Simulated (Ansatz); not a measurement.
AlBH8Si2, SMILES `[SiH3][BH][AlH][SiH3]` at its PBE0-D4/def2-TZVP geometry, where that method's forces vanish. The species carries charge 0 and has multiplicity 1.

```xyz
12

Si    0.1002    1.9921   -1.5455
B     0.8243    0.1444   -1.2418
Al    1.0341   -0.7144    0.6602
Si   -0.9150   -1.7467    1.7613
H     0.1774    2.8930   -0.3613
H     0.7147    2.6994   -2.7037
H    -1.3499    1.7804   -1.8466
H     1.0263   -0.4832   -2.2455
H     2.4121   -0.6501    1.4591
H    -2.1095   -1.8302    0.8740
H    -1.3094   -0.9549    2.9635
H    -0.6053   -3.1299    2.2264
```

(1) What forces (eV/Å) does ωB97M-V/def2-TZVPP give on these atoms in Ansatz 0.2.0? (Estimate.)

Results:

(1) The calculation gave: 
```
Si1 -0.077  0.112 -0.069
B2   0.015 -0.042 -0.091
Al3  0.046 -0.031  0.096
Si4 -0.033 -0.027  0.039
H5  -0.001 -0.105 -0.123
H6  -0.067 -0.083  0.141
H7   0.164  0.023  0.038
H8  -0.026  0.090  0.141
H9  -0.141 -0.005 -0.090
H10  0.122  0.008  0.094
H11  0.037 -0.090 -0.127
H12 -0.039  0.150 -0.048
```
